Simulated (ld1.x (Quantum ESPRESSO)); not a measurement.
An all-electron radial function and its pseudo partner (rubidium)

Columns: radius, all-electron u(r) and pseudo u(r) of the 4s shell (level -32.28 eV) of rubidium in the configuration [Ar] 3d10 4s2 4p6 5s0.75 5p0.25; PBEsol, scalar-relativistic, TM scheme, ld1.x (Quantum ESPRESSO) 7.5.

| r (bohr) | all-electron | pseudo |
| --- | --- | --- |
| 0.106 | -0.2925 | -0.0537 |
| 0.212 | 0.0126 | -0.1104 |
| 0.318 | 0.4157 | -0.1730 |
| 0.424 | 0.4600 | -0.2448 |
| 0.530 | 0.2500 | -0.3284 |
| 0.636 | -0.0533 | -0.4253 |
| 0.742 | -0.3487 | -0.5340 |
| 0.848 | -0.5901 | -0.6491 |
| 0.954 | -0.7645 | -0.7597 |
| 1.060 | -0.8752 | -0.8520 |
| 1.166 | -0.9318 | -0.9134 |
| 1.272 | -0.9457 | -0.9372 |
| 1.378 | -0.9278 | -0.9256 |
| 1.484 | -0.8879 | -0.8877 |
| 1.590 | -0.8337 | -0.8337 |
| 1.696 | -0.7713 | -0.7713 |
| 1.802 | -0.7052 | -0.7052 |
| 1.908 | -0.6386 | -0.6386 |
| 2.014 | -0.5738 | -0.5738 |
| 2.120 | -0.5121 | -0.5121 |
| 2.226 | -0.4546 | -0.4546 |
| 2.332 | -0.4017 | -0.4017 |
| 2.438 | -0.3534 | -0.3534 |
| 2.544 | -0.3100 | -0.3100 |
| 2.650 | -0.2710 | -0.2710 |
| 2.756 | -0.2363 | -0.2363 |

Question: How many radial nodes do the two functions have?

Answer: The all-electron 4s function has n − l − 1 = 3 (the table is too coarse to show those close to the nucleus); the pseudo-wave has 0, since the states of the same l below it are removed with the core.

Question: At about which radius was the pseudo-wave matched?

Answer: 1.65 bohr. The columns agree to 0.0005 from 1.48 bohr on; several derivatives are matched, so the curves merge somewhat inside the radius.

Question: Is the pseudo-wave norm-conserving?

Answer: Yes: the TM scheme keeps the norm inside the radius equal to the all-electron one, which fixes the energy derivative of the logarithmic derivative at the level.
